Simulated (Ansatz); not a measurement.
Ideal-gas functions of `[SH][InH][SH]` at 800 K and 1 bar, from an Ansatz frequency run at PBE0-D4/def2-TZVP.

Molar mass 181.98 g/mol, point group Cs (symmetry number 1), electronic degeneracy 1, moments of inertia 79.028, 263.554, 342.582 u Å². Harmonic wavenumbers (cm⁻¹, unscaled): 88, 223, 244, 345, 355, 410, 454, 661, 680, 1871, 2713, 2714.

Use S(trans) = R[1.5 ln M + 2.5 ln T − 1.1517]; rotational temperatures θ = 24.2544 K / I; S(rot) = R[ln(√π/σ · √(T³/θAθBθC)) + 1.5]; for each mode x = 1.438777 ν̃/T, S = R[x/(eˣ − 1) − ln(1 − e⁻ˣ)] and H = RT x/(eˣ − 1); 1 cm⁻¹ = 0.0119627 kJ/mol; R = 8.31446 J/(mol·K).

**Question.** By hand: the entropy, in J/(mol·K).

**Answer.** Translation 194.3. Rotation: θ = 0.3069, 0.092, 0.0708 K, giving 126.4. Vibration, mode by mode: 23.65, 15.97, 15.23, 12.41, 12.18, 11.03, 10.23, 7.35, 7.14, 1.29, 0.37, 0.37, in all 117.2. Electronic 0.0. Sum 437.9 J/(mol·K).

**Question.** By hand: H − E and G − E in kJ/mol, counted from the electronic energy.

**Answer.** Zero-point energy ½ × 10758 × 0.0119627 = 64.3; thermal vibration 43.4; translation, rotation and pV give 4 RT = 26.6. H − E = 134.3 kJ/mol, and G − E = 134.3 − 800 × 437.9/1000 = -216.0 kJ/mol.

Vibration gives 27 % of the entropy, 23.7 J/(mol·K) of it from the mode under 150 cm⁻¹: soft modes count most, and the harmonic formula is weakest for them. The sum counts one conformer and one mirror image; others add a mixing term.
